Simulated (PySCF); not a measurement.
Record of a relaxation.

Compound: C5H5ClO.
Numbering: `[CH2:1]=[CH:2]/[C:3]([Cl:4])=[CH:5]/[CH:6]=[O:7]` (hydrogens: H8, H9 on C1; H10 on C2; H11 on C5; H12 on C6)

Method: B3LYP/cc-pVDZ geometry optimisation, gas phase (PySCF 2.14.0); density fitting, grid level 1; the optimiser is geomeTRIC in internal coordinates, started from a GFN2-xTB structure. The frame can shift and turn from step to step; on so coarse a grid that alone can change the energy by a few meV, and forces under 0.02 eV/Å are noise.

Step 0: E = -19835.6572 eV, largest atomic force 1.014 eV/Å
```
atom  x, y, z in Å  |  force x, y, z in eV/Å
C1      2.208    0.076    1.089    0.230  -0.018   0.173
C2      1.316    0.289    0.126   -0.170  -0.009  -0.076
C3     -0.078   -0.101    0.172    0.095   0.237  -0.461
Cl4    -0.613   -0.904    1.598   -0.295  -0.470   0.849
C5     -0.931    0.144   -0.843   -0.002   0.033  -0.069
C6     -2.340   -0.213   -0.876    0.033  -0.253   0.563
O7     -3.076    0.023   -1.803   -0.459   0.257  -0.824
H8      3.230    0.395    0.984    0.563   0.208  -0.129
H9      1.948   -0.420    2.008   -0.163  -0.250   0.446
H10     1.606    0.790   -0.787    0.135   0.215  -0.388
H11    -0.557    0.650   -1.722    0.198   0.214  -0.347
H12    -2.710   -0.730    0.028   -0.164  -0.165   0.262
```

Step 1: E = -19835.7188 eV, largest atomic force 0.333 eV/Å
```
atom  x, y, z in Å  |  force x, y, z in eV/Å
C1      2.765   -2.385    3.015    0.037  -0.018   0.063
C2      1.845   -2.188    2.060    0.068   0.025  -0.013
C3      0.442   -2.583    2.105   -0.052  -0.097   0.185
Cl4    -0.107   -3.411    3.581    0.086   0.154  -0.283
C5     -0.413   -2.340    1.085   -0.027  -0.002  -0.010
C6     -1.837   -2.693    1.020   -0.107   0.009  -0.074
O7     -2.534   -2.433    0.055    0.072  -0.018   0.055
H8      3.795   -2.046    2.876   -0.032   0.000  -0.014
H9      2.518   -2.885    3.953    0.010  -0.001   0.011
H10     2.130   -1.681    1.132   -0.033  -0.015   0.015
H11    -0.022   -1.826    0.200    0.003  -0.017   0.037
H12    -2.249   -3.216    1.912   -0.026  -0.020   0.028
```

Step 2: E = -19835.7208 eV, largest atomic force 0.181 eV/Å
```
atom  x, y, z in Å  |  force x, y, z in eV/Å
C1      2.769   -2.383    3.021   -0.013   0.010  -0.029
C2      1.847   -2.186    2.067   -0.005   0.019  -0.039
C3      0.443   -2.580    2.107   -0.040  -0.088   0.153
Cl4    -0.099   -3.404    3.576   -0.004   0.042  -0.084
C5     -0.420   -2.344    1.090    0.071   0.011   0.032
C6     -1.844   -2.698    1.017    0.058   0.035  -0.075
O7     -2.518   -2.436    0.037   -0.066  -0.044   0.043
H8      3.794   -2.040    2.869    0.011  -0.007   0.027
H9      2.531   -2.884    3.962    0.000   0.008  -0.009
H10     2.130   -1.680    1.139    0.006   0.004  -0.002
H11    -0.028   -1.832    0.206   -0.012   0.003  -0.012
H12    -2.272   -3.221    1.903   -0.007   0.007  -0.005
```

Step 3: E = -19835.7207 eV, largest atomic force 0.131 eV/Å
```
atom  x, y, z in Å  |  force x, y, z in eV/Å
C1      2.765   -2.382    3.028   -0.029   0.016  -0.056
C2      1.850   -2.179    2.066   -0.030  -0.018   0.028
C3      0.445   -2.573    2.100   -0.032  -0.020  -0.003
Cl4    -0.113   -3.393    3.554    0.023  -0.039   0.112
C5     -0.413   -2.339    1.080   -0.018   0.043  -0.099
C6     -1.837   -2.705    1.016   -0.053  -0.072   0.096
O7     -2.539   -2.469    0.050    0.082   0.047  -0.054
H8      3.792   -2.043    2.886    0.024   0.002   0.016
H9      2.518   -2.885    3.964   -0.009   0.006  -0.006
H10     2.138   -1.672    1.140    0.015   0.009  -0.005
H11    -0.024   -1.828    0.195    0.006   0.013  -0.025
H12    -2.248   -3.222    1.914    0.022   0.013  -0.005
```

Step 4: E = -19835.7222 eV, largest atomic force 0.031 eV/Å
```
atom  x, y, z in Å  |  force x, y, z in eV/Å
C1      2.764   -2.378    3.023   -0.001  -0.005   0.013
C2      1.847   -2.178    2.064    0.024   0.000   0.019
C3      0.444   -2.577    2.106   -0.022  -0.007  -0.003
Cl4    -0.106   -3.397    3.567    0.013   0.005   0.001
C5     -0.414   -2.343    1.084   -0.001  -0.006   0.007
C6     -1.837   -2.707    1.016    0.018   0.017  -0.014
O7     -2.523   -2.460    0.041   -0.018  -0.011  -0.008
H8      3.793   -2.040    2.890   -0.007   0.011  -0.021
H9      2.514   -2.881    3.958   -0.001  -0.001   0.009
H10     2.131   -1.671    1.137   -0.003  -0.001   0.002
H11    -0.023   -1.831    0.199   -0.005  -0.003   0.001
H12    -2.257   -3.224    1.909    0.002   0.001  -0.005
```

Step 5: E = -19835.7218 eV, largest atomic force 0.060 eV/Å
```
atom  x, y, z in Å  |  force x, y, z in eV/Å
C1      2.767   -2.374    3.025   -0.017  -0.008   0.013
C2      1.842   -2.181    2.073    0.006   0.025  -0.051
C3      0.439   -2.582    2.113   -0.017  -0.027   0.050
Cl4    -0.107   -3.401    3.578   -0.004   0.019  -0.040
C5     -0.415   -2.348    1.089    0.015   0.021  -0.037
C6     -1.838   -2.706    1.005   -0.005  -0.024   0.035
O7     -2.517   -2.460    0.025    0.027   0.001   0.003
H8      3.792   -2.028    2.875   -0.003  -0.003   0.011
H9      2.532   -2.875    3.966    0.000   0.002   0.003
H10     2.122   -1.675    1.144    0.001   0.002  -0.002
H11    -0.019   -1.836    0.206    0.005  -0.001   0.001
H12    -2.266   -3.223    1.894   -0.007  -0.006   0.013
```

Step 6: E = -19835.7223 eV, largest atomic force under 0.02 eV/Å
```
atom  x, y, z in Å  |  force x, y, z in eV/Å
C1      2.764   -2.375    3.027    0.004   0.005  -0.003
C2      1.844   -2.179    2.070   -0.004   0.004  -0.011
C3      0.441   -2.579    2.109   -0.001  -0.007   0.018
Cl4    -0.108   -3.398    3.572   -0.002   0.009  -0.017
C5     -0.413   -2.346    1.084   -0.002   0.000  -0.002
C6     -1.836   -2.709    1.009    0.003  -0.006  -0.001
O7     -2.518   -2.465    0.031    0.001  -0.003  -0.002
H8      3.789   -2.031    2.882    0.002  -0.002   0.013
H9      2.522   -2.877    3.965    0.000   0.004  -0.002
H10     2.127   -1.672    1.142    0.000   0.000   0.001
H11    -0.020   -1.834    0.201    0.002  -0.003   0.004
H12    -2.259   -3.225    1.901   -0.003  -0.001   0.002
```

Task: Summarise the path.

Result: The energy falls by 1.50 kcal/mol from step 0 to step 6; nine tenths of that is first reached at step 1. It rises by more than 0.2 meV at step 5. The largest force goes from 1.014 to under 0.02 eV/Å. Among the bonds C3–Cl4 changes most, from 1.722 to 1.764 Å; the atoms move by 0.048 Å rms after alignment.

What follows is the cost of the whole optimisation. Time: 34 s wall; peak memory 0.56 GiB. Hardware: an AMD EPYC 9R14 with one thread, shared host.
